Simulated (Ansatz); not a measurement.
Reaction (cleavage of the Si–Si bond): `F[SiH]([SiH3])P` + `CN[SiH2]Cl` → `CN([SiH3])[SiH2]Cl` + `F[SiH2]P`

Isolated molecules relaxed with PBE0-D4/def2-TZVP in Ansatz; ΔE leaves out vibrations. CCSD(T)/CBS is the MP2 limit (def2-TZVPP, def2-QZVPP) plus CCSD(T) − MP2 in def2-TZVPP, frozen cores. Functionals use def2-TZVPP. One conformer a species, not always the lowest.

| level | ΔE (kJ/mol) |
| --- | --- |
| revPBE-D4 | -34.0 |
| HF/def2-QZVPP | -62.3 |

Question: What does CCSD(T)/CBS give? (An estimate is asked.)

Answer: Ansatz gave: -53.2 kJ/mol. The listed levels differ from it by 19.2, -9.1 kJ/mol.

Largest T1 diagnostic among the species: 0.014.

Leaving LDA and LC-ωPBE aside and taking each functional with its dispersion term where it has one, the values, not all of them listed here, spread over 26.1 kJ/mol, from BHLYP-D4 to PBE-D4. LDA lies −6.8 kJ/mol from PBE without D4. The D4 term adds −5.2 kJ/mol with B3LYP and −2.7 kJ/mol with PBE0; it sums over pairs of atoms, weighted by their polarisabilities, and B3LYP, whose exchange is more repulsive, gets the larger term.

B3LYP here is the variant with VWN-RPA as its local correlation; programs differ in this.
